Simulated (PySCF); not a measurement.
SMILES C[SiH2]CC[SiH3] at its GFN2-xTB optimised geometry (Å):

```
17

Si     2.1054     0.8820     0.0000
C      1.5056     0.0066     1.5762
C      0.0067     0.1235     1.8558
Si    -1.1134    -0.8643     0.6754
C     -2.8967    -0.7736     1.3214
H      3.5716     0.8820     0.0000
H      1.6277     2.2676     0.0000
H      1.6236     0.1931    -1.1974
H      2.0549     0.4256     2.4254
H      1.7797    -1.0499     1.5332
H     -0.1853    -0.2202     2.8777
H     -0.2774     1.1784     1.8370
H     -0.6740    -2.2676     0.6437
H     -1.0633    -0.3101    -0.6839
H     -3.2500     0.2525     1.3688
H     -2.9855    -1.1972     2.3177
H     -3.5716    -1.3218     0.6717
```

Computed with PySCF 2.14.0 with B3LYP/def2-SVP. Cells within 0.4 Å of a nucleus heavier than hydrogen are left out (blank, or x).

Map of the electron localisation function on the plane z = 0.8 Å:

```
|0000000000000000000000000000000|
|0000000000000000000000000000000|
|0000000000000000000000000000000|
|0000000000000000000000000000000|
|0000000000000000000000000000000|
|0000000000000000000000000000000|
|0000000000000000014641000000000|
|0000000000000000059995100000000|
|0000000000000000079997100000000|
|0000000000000000069997100000000|
|0000000000000000028984113430000|
|0000002200000120003542258984000|
|0000169840000121003421489997000|
|0000389981000121017842489997000|
|0000289982112453138996369996000|
|0000048875521586237886224662000|
|0000135658803057224663000110000|
|000168975881xx05104763000000000|
|000599997880x313003885000000000|
|0006999965532697101886100000000|
|0004999831269999500253000000000|
|0000577300189999800000000000000|
|0000011000189999910000000000000|
|0000000000079999700000000000000|
|0000000000038997100000000000000|
|0000000000000110000000000000000|
|0000000000000000000000000000000|
|0000000000000000000000000000000|
|0000000000000000000000000000000|
|0000000000000000000000000000000|
|0000000000000000000000000000000|
```
Scale: ten equal steps from 0.000 (start of '0') to 1.000 (end of '9'), in the order '0123456789'; x runs from -6.00 to 6.00, y from -6.00 (bottom) to 6.00 (top).
